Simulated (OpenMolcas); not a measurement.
## Pd+: terms and fine structure

| Item | Value |
| --- | --- |
| Program | OpenMolcas |
| Method | CASSCF |
| Basis | ANO-RCC-VTZP [7s6p4d2f1g] |
| Scalar Hamiltonian | DKH2, point nucleus |
| Active space | 9 electrons in 6 orbitals (4d 5s) |
| State averaging | 2S+1 = 2 even, 29 roots; 2S+1 = 4 even, 10 roots kept (CI in the orbitals of an earlier block) |
| Spin-orbit coupling | state interaction with AMFI integrals over the reference wave functions, term energies averaged over their components |

With spin-orbit coupling, above the lowest level:

```
Configuration  Term    J  E (cm⁻¹)  Measured (cm⁻¹)      g  Term weight %  Second
          4d⁹    ²D  5/2       0.0              0.0  1.200            100        
          4d⁹    ²D  3/2      3603             3539  0.799            100        
       4d⁸ 5s    ⁴F  9/2     13696            25084  1.333            100        
       4d⁸ 5s    ⁴F  7/2     15662            27097  1.233             95    5 ²F
       4d⁸ 5s    ⁴F  5/2     17401            28929  1.028             98        
       4d⁸ 5s    ⁴F  3/2     18482            29948  0.413             96    3 ²D
       4d⁸ 5s    ²F  7/2     21772            32281  1.147             95    5 ⁴F
       4d⁸ 5s    ²F  5/2     24488            34425  0.909             87   10 ²D
       4d⁸ 5s    ⁴P  5/2     28071                   1.455             70   21 ²D
       4d⁸ 5s    ⁴P  3/2     29453                   1.293             50   42 ²D
       4d⁸ 5s    ⁴P  1/2     31140                   2.665            100        
       4d⁸ 5s    ⁴P  3/2     31393                   1.281             50   45 ²D
       4d⁸ 5s    ²D  5/2     32520                   1.295             68   27 ⁴P
       4d⁸ 5s    ²P  3/2     36625                   1.280             90   10 ²D
       4d⁸ 5s    ²G  9/2     36920                   1.112            100        
       4d⁸ 5s    ²G  7/2     36954                   0.891             99        
       4d⁸ 5s    ²P  1/2     37444                   0.672            100
```

Against the 7 measured excited levels shown (NIST Handbook of Basic Atomic Spectroscopic Data) the mean absolute deviation is 9500 cm-1; the largest miss in energy is 4d⁸ 5s ⁴F_5/2: computed 17401, measured 28929 cm⁻¹ (-39.8 %).

Spin-orbit coupling puts the lowest level 1448 cm⁻¹ below the lowest spin-free term.

Without dynamic correlation excited terms often stand tens of per cent too high (terms of higher spin than the ground term too low), and those without a measured partner can miss by more than the paired ones. Terms from blocks run as CI alone lack orbitals of their own. A single d shell beside an s shell can misplace configurations of different d count against each other. Measured partners are found by configuration, term and J. A level has none where our copy of the source lacks it or the pairing is in doubt (some pairs that miss far off the trend of their configuration count as doubtful), and it then counts in no deviation. Levels of configurations outside the active space are missing. The first state left out of the spin-orbit step lies near 59000 cm-1 above the lowest spin-free state of the reference (among the parities and spins computed), and the list stops at four fifths of that energy or lower.

The RASSCF and RASSI steps took 26 s on 1 thread of Arm Neoverse V1 (shared host); the integral step is not counted.

The term weight is that of the spin-free term in the level, not the purity of its configuration.
